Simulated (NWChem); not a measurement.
System: CH2F2O2Si; SMILES C(=O)([SiH](F)F)O

The following NWChem deck was run.

```
start job
memory heap 200 mb stack 900 mb global 1100 mb
geometry units angstroms noautosym nocenter noautoz
  O      1.285964     1.471835     0.000000
  C      0.132028     1.105583     0.000000
  O     -0.920339     1.960379     0.000000
  Si    -0.405183    -0.732545     0.000000
  F      0.239800    -1.408007    -1.298437
  F      0.239800    -1.408007     1.298437
  H     -0.552943     2.869312     0.000000
  H     -1.864116    -0.943230     0.000000
end
basis spherical
  O library 6-31g*
  C library 6-31g*
  Si library 6-31g*
  F library 6-31g*
  H library 6-31g*
end
dft
  xc m06-2x
  iterations 150
end
cosmo
  do_cosmo_smd true
  solvent octanol
end
task dft energy
```

All runs use the structure optimised with B3LYP/6-31G* (spherical d). Solvent: 1-octanol.

Level: M06-2X/6-31G* with SMD (1 M gas to 1 M solution), gas-phase geometry. Reactions with the solvent are ignored.

### Question
What results follow from this input? (M06-2X/6-31G* (spherical d), SMD on the gas-phase geometry.) Quantities: solvation free energy (kcal/mol); cavity-dispersion-structure term (kcal/mol); dipole in solution (D).

### Answer
* **solvation free energy (kcal/mol)**: -5.0
* **cavity-dispersion-structure term (kcal/mol)**: 3.2
* **dipole in solution (D)**: 3.32
